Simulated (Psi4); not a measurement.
Donor–acceptor adduct: AlF2H (SMILES [F][AlH][F]) (first 4 atoms) with NH3 (SMILES N); geometry from B3LYP-D3(BJ)/def2-TZVP, rigid monomers moved along the line of their centres of mass till Al2···N5 is 2.83 Å.
(charge 0, multiplicity 1):
```json
[
 {"atom": "F", "x (Å)": "1.2279", "y (Å)": "0.7473", "z (Å)": "0.6289"},
 {"atom": "Al", "x (Å)": "-0.2766", "y (Å)": "0.2782", "z (Å)": "1.1891"},
 {"atom": "F", "x (Å)": "-0.7081", "y (Å)": "-1.2994", "z (Å)": "0.8389"},
 {"atom": "H", "x (Å)": "-1.4182", "y (Å)": "1.3607", "z (Å)": "1.2156"},
 {"atom": "N", "x (Å)": "0.3466", "y (Å)": "-0.0296", "z (Å)": "3.9352"},
 {"atom": "H", "x (Å)": "0.7042", "y (Å)": "0.8140", "z (Å)": "4.3752"},
 {"atom": "H", "x (Å)": "-0.4242", "y (Å)": "-0.3797", "z (Å)": "4.4975"},
 {"atom": "H", "x (Å)": "1.0869", "y (Å)": "-0.7274", "z (Å)": "3.9556"}
]
```

These are SAPT0/jun-cc-pV(D+d)Z (Psi4 1.11) values and carry that method's errors.

### Question
Give the four SAPT terms and the total, and say what mostly holds the pair together.

### Answer
electrostatics -19.93, exchange 5.54, induction -6.48, dispersion -1.35, total -22.22 kcal/mol; the largest attraction is electrostatics.
